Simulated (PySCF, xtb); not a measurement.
H11NSi4, SMILES [SiH2](N[SiH3])[SiH2][SiH3].

GFN2-xTB (xtb 6.7.1) at its own geometry gives an orbital gap of 3.81 eV and a dipole moment of 0.35 D.

Coordinates come from a ωB97X-D3(BJ)/def2-SVP optimisation. This is a generated structure with no PubChem entry under its InChIKey; it may be hypothetical. The values are those of a single conformer.

Problem. What does PBE/def2-TZVP in PySCF give? (Estimate from the structure and the level; the computed values follow.)

Solution. gap 4.59 eV (levels -5.97 and -1.39 eV), dipole 0.86 D.
